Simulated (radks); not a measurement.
Q: All-electron atom: neutral gold in [Xe] 4f14 5d10 6p1 (not the ground configuration). Calculated with a radial shooting solver on a logarithmic mesh with Libxc functionals: Dirac Kohn-Sham, LDA (Slater exchange, VWN5 correlation), spin-unpolarised, spherical densities, point nucleus; open shells are shared between the two j in proportion to 2j + 1. Some entries of the table are withheld. Estimate them.

orbital      occ.  eigenvalue (eV)  r(max) (bohr)
1s1/2           2        -80593.93        0.01042
2s1/2           2        -14211.55        0.06041
2p1/2           2        -13630.60        0.04447
2p3/2           4        -11796.65        0.05185
3s1/2           2        -3355.181            (1)
3p1/2           2        -3093.738            (2)
3p3/2           4        -2689.129            (3)
3d3/2           4        -2254.159         0.1351
3d5/2           6        -2167.144         0.1393
4s1/2           2        -729.1738         0.3833
4p1/2           2              (4)         0.3814
4p3/2           4              (5)         0.4125
4d3/2           4        -337.9787         0.4052
4d5/2           6        -319.8642         0.4148
5s1/2           2        -110.6155            (6)
4f5/2           6              (7)         0.3726
4f7/2           8              (8)         0.3773
5p1/2           2         -74.3624         0.8958
5p3/2           4         -57.6958         0.9768
5d3/2           4         -10.1282          1.193
5d5/2           6          -8.5646          1.235
6s1/2           0          -7.6307          2.275
6p1/2    0.333333          -2.5165          2.986
6p3/2    0.666667          -1.8318          3.484

A: 
(1) 3s1/2 r(max) (bohr): 0.1700
(2) 3p1/2 r(max) (bohr): 0.1586
(3) 3p3/2 r(max) (bohr): 0.1737
(4) 4p1/2 eigenvalue (eV): -617.7555
(5) 4p3/2 eigenvalue (eV): -520.4745
(6) 5s1/2 r(max) (bohr): 0.8480
(7) 4f5/2 eigenvalue (eV): -85.5565
(8) 4f7/2 eigenvalue (eV): -81.7414
